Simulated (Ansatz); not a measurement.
Born–Oppenheimer molecular dynamics of AlH6NOSi (10 atoms, charge 0, multiplicity 1). It starts at the highest image of a converged band. Of that band: Neighbouring images differ by up to 2.6 eV, so the band resolves the path poorly. A vibrational analysis at the climbing image gives one clearly imaginary mode, 832i cm⁻¹: a first-order saddle point.

Theory: RKS B3LYP-D4/def2-SVP in Ansatz 0.2.0.

```json
{"ensemble": "NVE (velocity Verlet)", "time step": "0.5 fs", "steps asked": "200", "starting velocities drawn for": "100 K", "seed": "8351"}
```

First frame:

```xyz
10
Properties=species:S:1:pos:R:3
Al -1.111 0.563 0.330
Si 1.249 -0.779 -0.256
N -1.486 0.703 -1.303
H -0.083 -0.100 -1.017
O -1.044 0.577 2.017
H 1.001 -2.011 0.548
H 1.972 -1.150 -1.507
H 2.117 0.147 0.533
H -2.174 1.040 -1.970
H -0.441 1.010 2.626
```

Q: How far do the bonds stretch over the last three quarters of this one trajectory? (Pairs bonded in most of those frames.)

A: 
| bond | mean (Å) | spread (Å) | shortest | longest |
| --- | --- | --- | --- | --- |
| Al1–Si2 | 2.467 | 0.224 | 2.21 | 3.02 |
| Al1–N3 | 1.837 | 0.102 | 1.66 | 1.97 |
| Al1–O5 | 1.763 | 0.099 | 1.58 | 1.92 |
| Si2–H6 | 1.499 | 0.027 | 1.45 | 1.54 |
| Si2–H7 | 1.507 | 0.018 | 1.47 | 1.54 |
| Si2–H8 | 1.499 | 0.015 | 1.47 | 1.53 |
| N3–H4 | 1.092 | 0.161 | 0.83 | 1.32 |
| N3–H9 | 1.025 | 0.026 | 0.98 | 1.08 |
| O5–H10 | 0.964 | 0.005 | 0.95 | 0.97 |

Mean temperature of the second half: 1693 K. The conserved energy stayed within 2.7 meV per atom of its start (net change -1.6 meV per atom), so there is no drift, though single steps change it by up to 30 meV in the whole system, a sign of fast motions only just resolved. The system heated up, since it started high on the potential surface and ran downhill. A run of 0.1 ps of so small a system gives no equilibrium averages. The orbitals stay closed-shell, which can raise the energy where a bond breaks towards radicals; this wasn't checked here.

Time of the run: 6.7 min on 2 threads of Arm Neoverse V1, on a shared host, peak memory 0.18 GiB.
